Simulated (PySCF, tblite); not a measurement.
Isomers of C4H9O2PSi. Calculated harmonic vibrations of the isolated species, GFN2-xTB (tblite), most abundant isotopes, no scaling. Errors from tens to a few hundred cm⁻¹ against measured bands are possible. Modes of hydrogen on phosphorus and silicon can be 10 to 20 % off. One conformer each.

Electronic energies: PBE0/pcSseg-1 single points on the GFN2-xTB geometries (PySCF, gas phase).

| SMILES | electronic energy, lowest = 0 (kcal/mol) |
| --- | --- |
| CC(=O)/C=C/O[SiH2]P | 8.1 |
| COC(=O)/P=C(\C)[SiH3] | 33.0 |
| C=CP([SiH3])C(=O)OC | 28.3 |
| O=CO[Si@H](P)C1CC1 | 0.0 |

Problem. How do GFN2-xTB zero-point energies change the relative energies?

Solution. 
| SMILES | ZPE (kcal/mol) | of it from modes above 1550 cm⁻¹ | electronic (kcal/mol) | with ZPE, lowest = 0 (kcal/mol) | lowest mode (cm⁻¹) | rings |
| --- | --- | --- | --- | --- | --- | --- |
| O=CO[Si@H](P)C1CC1 | 75.8 | 38.3 | 0.0 | 0.0 | 23 | 1 |
| CC(=O)/C=C/O[SiH2]P | 73.1 | 39.6 | 8.1 | 5.4 | 35 | 0 |
| C=CP([SiH3])C(=O)OC | 73.0 | 40.6 | 28.3 | 25.5 | 12 | 0 |
| COC(=O)/P=C(\C)[SiH3] | 73.8 | 38.0 | 33.0 | 31.0 | 10 | 0 |

The zero-point energies span 2.8 kcal/mol, from `C=CP([SiH3])C(=O)OC` to `O=CO[Si@H](P)C1CC1`. The order is unchanged.

Problem. And how do the electronic energies of GFN2-xTB itself compare?

Solution. `O=CO[Si@H](P)C1CC1` 1.7; `CC(=O)/C=C/O[SiH2]P` 0.0; `C=CP([SiH3])C(=O)OC` 28.0; `COC(=O)/P=C(\C)[SiH3]` 36.7 kcal/mol, lowest = 0. Against the energies above, taken from the same isomer `O=CO[Si@H](P)C1CC1`, the largest difference is 9.8 kcal/mol.
